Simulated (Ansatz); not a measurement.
```yaml
atoms:
  - { symbol: O, position_ang: [0.0000, 0.0000, -1.0666] }
  - { symbol: C, position_ang: [0.0000, 0.0000, 0.0000] }
  - { symbol: O, position_ang: [0.0000, 0.0000, 1.0666] }
```

Basis set: cc-pVDZ (spherical functions). Correlated methods keep 3 orbitals frozen. Charge 0, multiplicity 1.

Computed with Ansatz (development build ahead of 0.2.0); each method stands on the lowest determinant of its kind that the runs found. Restricted open shells among the atoms or ions are ROHF, correlated in semicanonical orbitals with singles.

Task: Give the atomization energy at this shape (free ground-state atoms in the same class of orbitals less the molecule, no zero-point energy) of singlet CO₂ by RHF-MP2, RHF.

Result:

| method | atomization energy |
| --- | --- |
| RHF-MP2 | 14.88 eV |
| RHF | 9.88 eV |

Caution: no unrestricted run beside it, a lower state can exist; the shape is not the minimum.
